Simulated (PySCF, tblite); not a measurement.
Parent: `[CH2:1]=[C:2]1[SiH2:3][O:4][Si@@:5]1([CH3:6])[Cl:7]`, C3H7ClOSi2.

The geometries are computed with GFN2-xTB (gas phase). One conformer each, not checked by frequencies here.

```tsv
coordinate of the parent	value
C1=C2	1.321 Å
C2–Si3	1.905 Å
Si3–O4	1.667 Å
O4–Si5	1.666 Å
Si5–C6	1.889 Å
Si5–Cl7	2.010 Å
C2–Si5	1.905 Å
C1–C2–Si3	137.3°
C1–C2–Si5	136.7°
Si3–C2–Si5	86.0°
C2–Si3–O4	85.7°
Si3–O4–Si5	102.5°
O4–Si5–C6	111.8°
O4–Si5–Cl7	108.9°
C6–Si5–Cl7	111.2°
C2–Si5–O4	85.8°
C2–Si5–C6	120.2°
C2–Si5–Cl7	115.7°
```

Task: How does the shared frame change in `[CH2:1]=[CH:2][Si@@H:3]1[O:4][Si@:5]([CH3:6])([Cl:7])[C:8]1=[CH2:9]` with C1–C2–Si3–O4 -150°, C5H9ClOSi2? Atoms pair as C1 = C9, C2 = C8, Si3 = Si3, O4 = O4, Si5 = Si5, C6 = C6, Cl7 = Cl7 (parent first).

Result: 
```json
{"parent": "C1=C2", "relative": "C9=C8", "value in the relative": "1.321 Å", "change": "0.000"}
{"parent": "C2–Si3", "relative": "C8–Si3", "value in the relative": "1.908 Å", "change": "+0.003"}
{"parent": "Si3–O4", "relative": "Si3–O4", "value in the relative": "1.675 Å", "change": "+0.008"}
{"parent": "O4–Si5", "relative": "O4–Si5", "value in the relative": "1.660 Å", "change": "-0.006"}
{"parent": "Si5–C6", "relative": "Si5–C6", "value in the relative": "1.888 Å", "change": "-0.001"}
{"parent": "Si5–Cl7", "relative": "Si5–Cl7", "value in the relative": "2.010 Å", "change": "0.000"}
{"parent": "C2–Si5", "relative": "C8–Si5", "value in the relative": "1.903 Å", "change": "-0.002"}
{"parent": "C1–C2–Si3", "relative": "C9–C8–Si3", "value in the relative": "137.2°", "change": "-0.1"}
{"parent": "C1–C2–Si5", "relative": "C9–C8–Si5", "value in the relative": "136.8°", "change": "+0.1"}
{"parent": "Si3–C2–Si5", "relative": "Si3–C8–Si5", "value in the relative": "85.9°", "change": "-0.1"}
{"parent": "C2–Si3–O4", "relative": "C8–Si3–O4", "value in the relative": "85.6°", "change": "-0.1"}
{"parent": "Si3–O4–Si5", "relative": "Si3–O4–Si5", "value in the relative": "102.3°", "change": "-0.2"}
{"parent": "O4–Si5–C6", "relative": "O4–Si5–C6", "value in the relative": "111.8°", "change": "0.0"}
{"parent": "O4–Si5–Cl7", "relative": "O4–Si5–Cl7", "value in the relative": "108.8°", "change": "-0.1"}
{"parent": "C6–Si5–Cl7", "relative": "C6–Si5–Cl7", "value in the relative": "111.6°", "change": "+0.4"}
{"parent": "C2–Si5–O4", "relative": "C8–Si5–O4", "value in the relative": "86.2°", "change": "+0.4"}
{"parent": "C2–Si5–C6", "relative": "C8–Si5–C6", "value in the relative": "119.6°", "change": "-0.6"}
{"parent": "C2–Si5–Cl7", "relative": "C8–Si5–Cl7", "value in the relative": "115.7°", "change": "0.0"}
```

Of the parent's bonds, Si3–O4 changes most (+0.008 Å). Bonds of the relative outside the shared frame: C1=C2 1.323, C2–Si3 1.871 Å. Point group C1 → C1.

Task: How does the shared frame change in `[CH2:1]=[C:2]1[SiH2:3][O:4][Si@@:5]1([Cl:6])[CH2:7][O:8][CH3:9]` with O4–Si5–C7–O8 66°, Si5–C7–O8–C9 -176°, C4H9ClO2Si2? Atoms pair as C1 = C1, C2 = C2, Si3 = Si3, O4 = O4, Si5 = Si5, C6 = C7, Cl7 = Cl6 (parent first).

Result: 
```
    parent    relative  value in the relative  change
     C1=C2       C1=C2                1.321 Å   0.000
    C2–Si3      C2–Si3                1.905 Å   0.000
    Si3–O4      Si3–O4                1.675 Å  +0.008
    O4–Si5      O4–Si5                1.655 Å  -0.011
    Si5–C6      Si5–C7                1.898 Å  +0.009
   Si5–Cl7     Si5–Cl6                2.009 Å  -0.001
    C2–Si5      C2–Si5                1.901 Å  -0.004
 C1–C2–Si3   C1–C2–Si3                 137.6°    +0.3
 C1–C2–Si5   C1–C2–Si5                 136.7°     0.0
Si3–C2–Si5  Si3–C2–Si5                  85.7°    -0.3
 C2–Si3–O4   C2–Si3–O4                  85.7°     0.0
Si3–O4–Si5  Si3–O4–Si5                 102.0°    -0.5
 O4–Si5–C6   O4–Si5–C7                 111.2°    -0.6
O4–Si5–Cl7  O4–Si5–Cl6                 109.5°    +0.6
C6–Si5–Cl7  C7–Si5–Cl6                 110.4°    -0.8
 C2–Si5–O4   C2–Si5–O4                  86.4°    +0.6
 C2–Si5–C6   C2–Si5–C7                 117.6°    -2.6
C2–Si5–Cl7  C2–Si5–Cl6                 118.8°    +3.1
```

Of the parent's bonds, O4–Si5 changes most (-0.011 Å). Bonds of the relative outside the shared frame: C7–O8 1.411, O8–C9 1.404 Å. Point group C1 → C1.

Task: How does the shared frame change in `[CH2:1]=[C:2]1[SiH2:3][O:4][Si@:5]1([Cl:6])[CH:7]=[O:8]` with O4–Si5–C7–O8 160°, C3H5ClO2Si2? Atoms pair as C1 = C1, C2 = C2, Si3 = Si3, O4 = O4, Si5 = Si5, C6 = C7, Cl7 = Cl6 (parent first).

Result: 
| parent | relative | value in the relative | change |
| --- | --- | --- | --- |
| C1=C2 | C1=C2 | 1.322 Å | +0.001 |
| C2–Si3 | C2–Si3 | 1.909 Å | +0.004 |
| Si3–O4 | Si3–O4 | 1.672 Å | +0.005 |
| O4–Si5 | O4–Si5 | 1.660 Å | -0.006 |
| Si5–C6 | Si5–C7 | 1.916 Å | +0.027 |
| Si5–Cl7 | Si5–Cl6 | 1.993 Å | -0.017 |
| C2–Si5 | C2–Si5 | 1.905 Å | 0.000 |
| C1–C2–Si3 | C1–C2–Si3 | 137.7° | +0.4 |
| C1–C2–Si5 | C1–C2–Si5 | 136.4° | -0.3 |
| Si3–C2–Si5 | Si3–C2–Si5 | 85.9° | -0.1 |
| C2–Si3–O4 | C2–Si3–O4 | 85.5° | -0.2 |
| Si3–O4–Si5 | Si3–O4–Si5 | 102.5° | 0.0 |
| O4–Si5–C6 | O4–Si5–C7 | 108.8° | -3.0 |
| O4–Si5–Cl7 | O4–Si5–Cl6 | 110.8° | +1.9 |
| C6–Si5–Cl7 | C7–Si5–Cl6 | 111.9° | +0.7 |
| C2–Si5–O4 | C2–Si5–O4 | 86.0° | +0.2 |
| C2–Si5–C6 | C2–Si5–C7 | 117.8° | -2.4 |
| C2–Si5–Cl7 | C2–Si5–Cl6 | 118.0° | +2.3 |

Of the parent's bonds, Si5–C6 changes most (+0.027 Å). Bonds of the relative outside the shared frame: C7=O8 1.202 Å. Point group C1 → C1.

Task: How does the shared frame change in `[CH2:1]=[C:2]1[SiH2:3][O:4][Si@@:5]1([CH3:6])[CH2:7][Cl:8]` with O4–Si5–C7–Cl8 178°, C4H9ClOSi2? Atoms pair as C1 = C1, C2 = C2, Si3 = Si3, O4 = O4, Si5 = Si5, C6 = C6 (parent first).

Result: 
| parent | relative | value in the relative | change |
| --- | --- | --- | --- |
| C1=C2 | C1=C2 | 1.322 Å | +0.001 |
| C2–Si3 | C2–Si3 | 1.904 Å | -0.001 |
| Si3–O4 | Si3–O4 | 1.666 Å | -0.001 |
| O4–Si5 | O4–Si5 | 1.674 Å | +0.008 |
| Si5–C6 | Si5–C6 | 1.891 Å | +0.002 |
| C2–Si5 | C2–Si5 | 1.905 Å | 0.000 |
| C1–C2–Si3 | C1–C2–Si3 | 137.1° | -0.2 |
| C1–C2–Si5 | C1–C2–Si5 | 136.8° | +0.1 |
| Si3–C2–Si5 | Si3–C2–Si5 | 86.1° | +0.1 |
| C2–Si3–O4 | C2–Si3–O4 | 85.9° | +0.2 |
| Si3–O4–Si5 | Si3–O4–Si5 | 102.3° | -0.2 |
| O4–Si5–C6 | O4–Si5–C6 | 112.3° | +0.5 |
| C2–Si5–O4 | C2–Si5–O4 | 85.7° | -0.1 |
| C2–Si5–C6 | C2–Si5–C6 | 120.6° | +0.4 |

Of the parent's bonds, O4–Si5 changes most (+0.008 Å). Bonds of the relative outside the shared frame: Si5–C7 1.908, C7–Cl8 1.779 Å. Point group C1 → C1.
